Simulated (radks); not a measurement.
The numbers below are computed, except where a source is named.
All-electron atom: Sb III in [Kr] 4d10 5s2 5p1. Code: a radial shooting solver on a logarithmic mesh with Libxc functionals. Model: Dirac Kohn-Sham, AM05, spin-unpolarised, spherical densities, finite nucleus; open shells fill j = l - 1/2 first; Fermi nuclear charge, rms radius 4.6802 fm.

Normalised radial functions P(r) = r R(r) (large component), r in bohr:

```
   r/bohr * 4s1/2 (the largest magnitude, 1.25, reaches the edge; | marks zero)
 0.003352                             |  *
 0.005289                             |    *
 0.008412                             |     *
  0.01327                             |      *
  0.02111                             |    *
   0.0333                             |*
  0.05255                       *     |
  0.08357                  *          |
   0.1319                          *  |
    0.208                             |             *
   0.3309                             |         *
    0.522          *                  |
   0.8302  *                          |
     1.31                   *         |
    2.067                            *|
    3.287                             *
    5.186                             *
    8.182                             *
    13.01                             *
```

4s1/2: eigenvalue -166.64 eV, 3 radial nodes at r = 0.0355, 0.142, 0.392 bohr, <r> = 0.791 bohr, 90 % of the charge inside 1.14 bohr.
